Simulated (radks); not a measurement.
The numbers below are computed, except where a source is named.
The hafnium ion Hf2+ inside a hard spherical wall (all orbitals vanish at R), configuration held at [Xe] 4f14 5d2 and not refilled when levels cross. Level of theory: scalar-relativistic Kohn-Sham, PBEsol, spin-polarised, spherical densities, point nucleus; open shells are filled with parallel spins first (spin-orbit coupling, left out, can overturn this in heavy ions) (a radial shooting solver on a logarithmic mesh with Libxc functionals). Eigenvalues in eV for spin up, with the zero of energy where the potential of the charges vanishes at infinity; a dash marks a level that is unbound or too diffuse for the functional's potential to be trusted. A positive occupied level is held by the wall or, in an anion where self-interaction has pushed it up, behind a barrier. The pressure on the wall is -dE/dV.

R (bohr) = free: E (hartree) -15072.8761; kinetic (hartree) 16516.150; e(5s) -82.395; e(5p) -51.086; e(4f) -31.946; e(6s, empty) -17.963; e(5d) -17.354; e(6p, empty) -12.234; pressure (GPa) 0
R (bohr) = 20: E (hartree) -15072.8761; kinetic (hartree) 16516.150; e(5s) -82.395; e(5p) -51.086; e(4f) -31.946; e(6s, empty) -17.963; e(5d) -17.354; e(6p, empty) -12.234; pressure (GPa) < 0.0001
R (bohr) = 15: E (hartree) -15072.8761; kinetic (hartree) 16516.150; e(5s) -82.395; e(5p) -51.086; e(4f) -31.946; e(6s, empty) -17.963; e(5d) -17.354; e(6p, empty) -12.234; pressure (GPa) < 0.0001
R (bohr) = 12: E (hartree) -15072.8761; kinetic (hartree) 16516.150; e(5s) -82.395; e(5p) -51.086; e(4f) -31.946; e(6s, empty) -17.963; e(5d) -17.354; e(6p, empty) -12.234; pressure (GPa) < 0.0001
R (bohr) = 10: E (hartree) -15072.8761; kinetic (hartree) 16516.150; e(5s) -82.394; e(5p) -51.086; e(4f) -31.946; e(6s, empty) -17.963; e(5d) -17.354; e(6p, empty) -12.229; pressure (GPa) 0.000109
R (bohr) = 8: E (hartree) -15072.8760; kinetic (hartree) 16516.151; e(5s) -82.386; e(5p) -51.078; e(4f) -31.938; e(6s, empty) -17.950; e(5d) -17.346; e(6p, empty) -12.143; pressure (GPa) 0.00698
R (bohr) = 7: E (hartree) -15072.8754; kinetic (hartree) 16516.156; e(5s) -82.355; e(5p) -51.048; e(4f) -31.905; e(6s, empty) -17.894; e(5d) -17.317; e(6p, empty) -11.911; pressure (GPa) 0.0529
R (bohr) = 4: E (hartree) -15072.7811; kinetic (hartree) 16516.684; e(5s) -80.575; e(5p) -49.398; e(4f) -29.990; e(6s, empty) -12.236; e(5d) -14.925; e(6p, empty) -1.647; pressure (GPa) 23.6
R (bohr) = 2.5: E (hartree) -15070.9393; kinetic (hartree) 16526.065; e(5s) -69.442; e(5p) -37.349; e(4f) -16.695; e(6s, empty) 37.816; e(5d) 4.772; e(6p, empty) 63.558; pressure (GPa) 1770
R (bohr) = 1.5: E (hartree) -15040.4038; kinetic (hartree) 16645.818; e(5s) 20.208; e(5p) 70.301; e(4f) 63.631; e(6s, empty) 368.70; e(5d) 145.77; e(6p, empty) 428.70; pressure (GPa) 111000
